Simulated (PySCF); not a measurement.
Dissociation curve of OH (cation, charge +1), triplet.

Computed with: NEVPT2 = SC-NEVPT2 on CASSCF(6,5)/cc-pVTZ, all electrons correlated (PySCF 2.14.0); UKS-PBE0 = unrestricted PBE0/cc-pVTZ (PySCF); ROKS-PBE0 = restricted open-shell PBE0/cc-pVTZ run with PySCF; UKS-wB97X-V = unrestricted wB97X-V/cc-pVTZ (PySCF).

Energies are in kJ/mol, each relative to the lowest point of its own curve near equilibrium.

```
R / Å  NEVPT2  UKS-PBE0  ROKS-PBE0  UKS-wB97X-V
-----  ------  --------  ---------  -----------
0.78    195.3     197.2      196.5        200.8
0.82    123.3     125.0      124.4        127.9
0.88     53.6      54.9       54.5         56.8
0.94     16.5      17.4       17.1         18.4
0.96      9.5      10.1        9.9         11.0
1.00      1.5       1.8        1.7          2.2
1.04      0.0       0.0        0.0          0.0
1.05      0.5       0.4        0.4          0.3
1.10      6.8       6.2        6.4          5.8
1.14     15.6      14.7       15.0         14.0
1.20     33.1      31.6       32.2         30.7
1.28     61.3      59.1       60.1         58.0
1.39    103.8     100.4      102.4         99.6
1.55    165.2     159.0      163.4        159.5
1.73    227.8     214.9      224.9        218.3
1.86    268.2     246.9      263.2        252.9
2.07    325.6     285.5      314.0        296.2
2.30    378.7     314.4      355.8        330.3
2.54    421.3     334.5      387.1        356.0
2.83    452.5     349.2      412.3        378.0
3.10    466.6     356.6      426.9        392.2
3.61    475.7     360.8      440.0        408.1
4.15    478.5     358.6      443.2        416.0
```

At the longest distance, 4.15 Å, NEVPT2 lies highest above its minimum (478.5 kJ/mol) and UKS-PBE0 lowest (358.6 kJ/mol).

The unrestricted determinant behind UKS-PBE0 is spin-contaminated at 1.73 to 4.15 Å (<S²> up to 2.5, against 2.00 for a pure triplet). At the longest distance UKS-PBE0, ROKS-PBE0, UKS-wB97X-V leaves fractional charges on the fragments, a sign of delocalisation error or of the restricted form. The unrestricted determinant behind UKS-wB97X-V is spin-contaminated at 1.86 to 4.15 Å (<S²> up to 2.5, against 2.00 for a pure triplet).
